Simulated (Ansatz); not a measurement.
Geometry optimisation of CrI₂.

```yaml
crystal:
  periodic: [false, false, false]
  atoms:
    - {symbol: Cr, position_ang: [-0.000413, -0.000237, -0.000008]}
    - {symbol: I, position_ang: [-0.015972, -0.020163, 2.535196]}
    - {symbol: I, position_ang: [0.016385, 0.020410, -2.535187]}
basis:
  gaussian: {orbitals: def2-TZVP}
hamiltonian: {xc: pbe0, dispersion: d4}
scf: {lower_state_search: "off"}
output: {orbitals: {seedname: orbitals}}
relax: {f_tol: 0.02, max_steps: 100}
```

```sh
$ ansatz run in.yaml --threads 4 --pin off --events-out ev --progress --plain --max-ram 3916MiB
```

Shortened log:

```
Functional definition: PBE0
mean field -44617.99457479 eV, -1639.6810574606 hartree, gradient 1.8e-6 eV, S^2 0.000000; 0 other end points of the search recorded, 0 dependent functions left out
relax step   1: F+E_penalty+E_count = -44618.09312841 eV  Δ(F+E_penalty+E_count) = +0.000e0 eV  max|allowed force component| = 7.447e-1 eV/Å  Δτ_max = 0.0000 Å  (219 SCF iters, accepted)
mean field -44618.04135876 eV, -1639.6827767399 hartree, gradient 3.3e-6 eV, S^2 0.000000; 0 other end points of the search recorded, 0 dependent functions left out
relax step   2: F+E_penalty+E_count = -44618.14414119 eV  Δ(F+E_penalty+E_count) = -5.101e-2 eV  max|allowed force component| = 3.513e-1 eV/Å  Δτ_max = 0.1082 Å  (22 SCF iters, accepted)
mean field -44618.05289972 eV, -1639.6832008621 hartree, gradient 2.8e-6 eV, S^2 0.000000; 0 other end points of the search recorded, 0 dependent functions left out
relax step   3: F+E_penalty+E_count = -44618.15439919 eV  Δ(F+E_penalty+E_count) = -1.026e-2 eV  max|allowed force component| = 2.163e-2 eV/Å  Δτ_max = 0.0319 Å  (22 SCF iters, accepted)
mean field -44618.05286357 eV, -1639.6831995338 hartree, gradient 8.3e-7 eV, S^2 0.000000; 0 other end points of the search recorded, 0 dependent functions left out
relax step   4: F+E_penalty+E_count = -44618.15444167 eV  Δ(F+E_penalty+E_count) = -4.248e-5 eV  max|allowed force component| = 1.344e-4 eV/Å  Δτ_max = 0.0020 Å  (16 SCF iters, accepted)
Total energy: -44618.15446768 eV, -1639.6869334158 hartree
Atom 0 at    -0.000404    -0.000232    -0.000004 Å, force    -0.000006    -0.000003     0.000000 eV/Å
Atom 1 at    -0.015477    -0.019539     2.456927 Å, force     0.000002     0.000001     0.000134 eV/Å
Atom 2 at     0.015881     0.019781    -2.456921 Å, force     0.000004     0.000003    -0.000134 eV/Å
Dipole moment:    -0.000198    -0.000115    -0.000002 e Å
Checks for a lower state left out: stability, starts, cluster_reference, orbital_swaps, neighbouring_geometries, increment
```

Run time 19 s (4 threads of Arm Neoverse V2 on a shared host).

In the def2 sets I takes a core potential; there is no spin–orbit coupling. The restricted singlet is unstable towards broken spin symmetry in Hartree–Fock (as tested in another run); at PBE0-D4/def2-TZVP this wasn't settled. The relaxation made no stability test and no search for a lower SCF solution. At PBE0-D4/def2-TZVP a quintet of charge 0 lies 3.35 eV below the restricted singlet, each at its own geometry.
